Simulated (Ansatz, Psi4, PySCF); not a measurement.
System: HSO3, charge 0, multiplicity 2. SMILES: [S](=O)(O)=O
Geometry: optimised at B3LYP-D3(BJ)/def2-TZVP (Ansatz, a program for electronic structure).

Property: atomisation energy, in kcal/mol. Terms: six Cartesian d functions in 6-31G* and its kin unless marked 5d; 6-311+G** with 5d, 6d on Na to Ar in Ansatz; LANL2DZ with its own core potentials from Na on; no dispersion term unless named; valence correlation only; non-relativistic; open shells spin-unrestricted; spin-orbit terms left out; atomisation electronic, to ground-state atoms. First-principles rows: single points at B3LYP-D3(BJ) geometries (Ansatz).

```tsv
level	program	atomisation energy (kcal/mol)
HF/STO-3G	Ansatz	-37.8
PBE/6-31G*	Ansatz	394.9
PBE/def2-SVP	Ansatz	396.1
BLYP/6-31G*	Ansatz	372.6
B3LYP/STO-3G	Ansatz	207.0
B3LYP/LANL2DZ	Ansatz	183.2
B3LYP/6-31G	Ansatz	187.3
B3LYP/6-31G*	Ansatz	353.7
B3LYP/6-31+G*	Ansatz	349.9
B3LYP/def2-SVP	Ansatz	355.2
B3LYP/6-311+G**	Ansatz	347.3
PBE0/6-311+G**	Ansatz	351.6
wB97X-D/6-31G*	Psi4	359.3
MP2/6-311+G**	Ansatz	340.8
r2SCAN-D4/def2-TZVPD	Ansatz + dftd4	406.2
M06-2X/def2-TZVPD	PySCF	390.3
```

No value to compare with is used here. The 14 habitual levels span -37.8 (HF/STO-3G) to 396.1 kcal/mol (PBE/def2-SVP); r2SCAN-D4/def2-TZVPD gives 406.2.

The levels are drawn from those run, B3LYP/6-31G* more often than the rest, none by its result; runs whose electronic state is in doubt are left out.
